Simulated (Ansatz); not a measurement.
`C#C[SiH](Cl)OC` + H₂S → `CO[SiH](S)Cl` + `C#C` at 298.15 K and 1 bar (ligand exchange at the Si–C bond).

Gas-phase electronic energies from Ansatz, PBE0-D4/def2-TZVP geometries. CBS: MP2 limit from def2 TZ/QZ plus the TZ coupled-cluster correction, frozen cores. This one scheme is used for every species. Each species was taken in one conformer, which may not be the lowest.

```json
{"species": "`C#C[SiH](Cl)OC`", "CCSD(T)/CBS energy (Eh)": "-941.23261", "H − E (kJ/mol)": "215.6", "S (J/(mol·K))": "378.6"}
{"species": "H₂S", "CCSD(T)/CBS energy (Eh)": "-398.97279", "H − E (kJ/mol)": "49.9", "S (J/(mol·K))": "205.7"}
{"species": "`CO[SiH](S)Cl`", "CCSD(T)/CBS energy (Eh)": "-1262.98502", "H − E (kJ/mol)": "189.0", "S (J/(mol·K))": "373.4"}
{"species": "`C#C`", "CCSD(T)/CBS energy (Eh)": "-77.22717", "H − E (kJ/mol)": "80.8", "S (J/(mol·K))": "200.2"}
```

H − E and S are ideal-gas, rigid-rotor, harmonic terms from PBE0-D4/def2-TZVP, for one conformer and one mirror image of each species. 1 Eh = 2625.50 kJ/mol, R = 8.31446 J/(mol·K).

By hand: ΔE, ΔH, ΔS and ΔG.

ΔE = (-1262.98502) + (-77.22717) − (-941.23261) − (-398.97279) = -0.00679 Eh = -17.8 kJ/mol. Δ(H − E) = 189.0 + 80.8 − 215.6 − 49.9 = 4.3, so ΔH = -13.5 kJ/mol. ΔS = 373.4 + 200.2 − 378.6 − 205.7 = -10.7 J/(mol·K). ΔG = -13.5 − 298.15 × (-10.7)/1000 = -10.3 kJ/mol.

By hand: the equilibrium constant, and the temperature at which ΔG would vanish if ΔH and ΔS stayed fixed.

log₁₀ K = −ΔG/(RT ln 10) = 1.8. ΔG = 0 at ΔH/ΔS = 1262 K, though so small a ΔS makes that figure unsure.

The number of gas molecules stays the same, so ΔS is small and ΔH decides. A doubt of 5 kJ/mol in ΔE shifts log₁₀ K by 0.9 here. Other conformers and mirror images would add mixing entropy, several J/(mol·K) or more a flexible species. These are equilibria of isolated gas molecules and say nothing of rates. Largest T1 diagnostic: 0.013 (customary marks: 0.02 for closed shells, 0.045 for open ones).
